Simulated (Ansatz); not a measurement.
In₇As₇H₂₀⁻. The state is a doublet with charge -1. Geometry PBE-D4/def2-SVP, that of the neutral singlet; atoms count from 1.

Cartesian coordinates in Å:
```
In -2.266 -3.171 1.825
In 3.282 2.931 0.903
In -1.461 1.410 1.390
In 1.812 -1.662 1.388
In -0.549 -2.870 -2.341
In 0.043 0.313 -2.782
In -4.120 -0.487 -1.635
As 3.450 0.422 1.972
As -0.621 -0.991 2.172
As -2.680 -2.643 -0.805
As 0.660 3.110 1.653
As 3.174 2.416 -1.684
As -1.925 1.112 -1.209
As 1.426 -1.399 -1.237
H -3.742 -2.842 2.680
H -1.184 -4.529 1.963
H 4.275 4.041 1.803
H -2.779 2.087 2.306
H 2.531 -3.169 1.871
H -0.173 -4.188 -3.403
H -0.876 -1.270 -3.480
H 0.741 1.169 -4.111
H -5.259 -0.075 -0.390
H -4.324 -0.591 -3.358
H 3.510 0.513 3.498
H 4.880 -0.084 1.791
H -0.448 -0.808 3.683
H -3.464 -3.852 -1.321
H 0.592 3.573 3.111
H 0.155 4.428 1.062
H 1.633 2.478 -1.593
H 3.236 3.923 -2.020
H -2.200 2.536 -1.696
H 2.673 -1.831 -2.007
```

In the def2 sets In takes a core potential; there is no spin–orbit coupling. Single mean-field runs in def2-SVP are fitted with def2-universal-jkfit. The highest occupied level of the charge -1 doublet lies above zero (up to 0.35 eV). By energy differences its removal costs 0.69 eV (vertical, to the charge 0 singlet, at PBE0-D4/def2-SVP); self-interaction error and the lack of diffuse functions both raise the level.

Problem. Estimate the Mulliken populations of the heavy atoms from the PBE0/def2-SVP orbitals of Ansatz.

Solution. 
| atom | charge (e) | spin (α − β) |
| --- | --- | --- |
| In1 | 0.20 | 0.07 |
| In2 | 0.13 | 0.20 |
| In3 | 0.22 | 0.21 |
| In4 | 0.27 | 0.07 |
| In5 | 0.23 | 0.09 |
| In6 | 0.20 | 0.13 |
| In7 | 0.18 | 0.08 |
| As8 | -0.11 | -0.01 |
| As9 | -0.28 | 0.02 |
| As10 | -0.27 | 0.00 |
| As11 | -0.08 | -0.02 |
| As12 | -0.08 | -0.01 |
| As13 | -0.24 | -0.01 |
| As14 | -0.29 | 0.00 |
Mulliken values and Mayer orders depend strongly on the basis.

Problem. Where does the spin sit?

Solution. Summed by element: In 0.86, As -0.03, H 0.17, of 1 unpaired in all. Largest on single atoms: In3 0.21, In2 0.20, In6 0.13.

Problem. And the Mayer bond orders between bonded heavy atoms (over 0.3)?

Solution. In1–As9 0.65 (2.75 Å); In1–As10 0.70 (2.72 Å); In2–As8 0.65 (2.73 Å); In2–As11 0.65 (2.73 Å); In2–As12 0.96 (2.64 Å); In3–As9 0.71 (2.66 Å); In3–As11 0.52 (2.73 Å); In3–As13 0.67 (2.66 Å); In4–As8 0.64 (2.71 Å); In4–As9 0.86 (2.64 Å); In4–As14 0.74 (2.67 Å); In5–As10 0.81 (2.64 Å); In5–As14 0.72 (2.70 Å); In6–As13 0.82 (2.64 Å); In6–As14 0.72 (2.69 Å); In7–As10 0.70 (2.72 Å); In7–As13 0.66 (2.75 Å).
